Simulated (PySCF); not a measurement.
Nuclear quadrupole coupling in `CO[C@@H]1C[C@@H]1C(N)=O`

Compound: C5H9NO2.
Atom-mapped SMILES: `[CH3:1][O:2][C@@H:3]1[CH2:4][C@@H:5]1[C:6]([NH2:7])=[O:8]` (hydrogens: H9, H10, H11 on C1; H12 on C3; H13, H14 on C4; H15 on C5; H16, H17 on N7)

Geometry (GFN2-xTB, Å), atoms numbered from 1 in this order:
```
atom  x, y, z in Å
C1    -2.0037   -1.2240    0.5964
O2    -0.9260   -0.3787    0.9379
C3    -0.6938    0.6131   -0.0159
C4     0.1181    0.3060   -1.2361
C5     0.6790    1.2120   -0.1634
C6     1.8780    0.7948    0.6348
N7     1.8439   -0.4636    1.1319
O8     2.8333    1.5306    0.7645
H9    -1.7984   -1.7782   -0.3256
H10   -2.1250   -1.9196    1.4243
H11   -2.9259   -0.6482    0.4649
H12   -1.5379    1.2931   -0.1281
H13   -0.1651    0.7396   -2.1825
H14    0.5519   -0.6799   -1.3093
H15    0.7154    2.2703   -0.3906
H16    0.9520   -0.9233    1.2353
H17    2.5972   -0.7319    1.7446
```

Field gradients from the PBE0/pcSseg-1 density (PySCF, non-relativistic), principal values in atomic units, ordered |Vxx| ≤ |Vyy| ≤ |Vzz|:

| atom | Vxx | Vyy | Vzz |
| --- | --- | --- | --- |
| O2 | 0.0128 | 1.9809 | -1.9936 |
| N7 | 0.3693 | 0.5251 | -0.8944 |
| O8 | 0.8043 | 0.8381 | -1.6424 |

Problem. Find the asymmetry η = (Vxx − Vyy)/Vzz and the couplings χ = eQV/h (234.96 MHz × Q in barn × V in au), with Q(17O) = −0.0256 b, Q(14N) = 0.02044 b.

Solution. 
```tsv
atom	environment	nucleus	η	χzz (MHz)	χxx (MHz)	χyy (MHz)
O2	ether oxygen	17O	0.99	11.99	-0.08	-11.92
N7	amide nitrogen	14N	0.17	-4.295	1.774	2.522
O8	amide oxygen	17O	0.02	9.88	-4.84	-5.04
```

The gradient is axial or nearly so (η below 0.05) at O8. At O2 η is above 0.9: Vyy and Vzz are nearly equal in size and opposite in sign, so a small change could swap them and flip the sign of χzz. 

Problem. What is Vzz at O2 in SI units (1 au = 9.71736 × 10²¹ V/m²)?

Solution. -1.9936 au = -19.373 × 10²¹ V/m².

Problem. What couplings would deuterons (Q(2H) = 0.00286 b) have in place of the hydrogens, at this geometry?

Solution. 
| atom | bonded to | bond length (Å) | Vzz (au) | η | χzz (kHz) |
| --- | --- | --- | --- | --- | --- |
| H9 | C1 | 1.095 | 0.2918 | 0.08 | 196 |
| H10 | C1 | 1.088 | 0.3060 | 0.07 | 206 |
| H11 | C1 | 1.095 | 0.2923 | 0.09 | 196 |
| H12 | C3 | 1.090 | 0.3037 | 0.13 | 204 |
| H13 | C4 | 1.079 | 0.3322 | 0.07 | 223 |
| H14 | C4 | 1.080 | 0.3293 | 0.08 | 221 |
| H15 | C5 | 1.083 | 0.3175 | 0.07 | 213 |
| H16 | N7 | 1.009 | 0.3843 | 0.21 | 258 |
| H17 | N7 | 1.007 | 0.4132 | 0.16 | 278 |

One conformer (not necessarily the lowest) at the GFN2-xTB geometry, without solvent, vibrations or thermal averaging. GFN2-xTB bond lengths can be off by several hundredths of an ångström, more for odd bonds, and the gradients follow them. The basis is small and wasn't made for field gradients, so the couplings can be 20 % off.
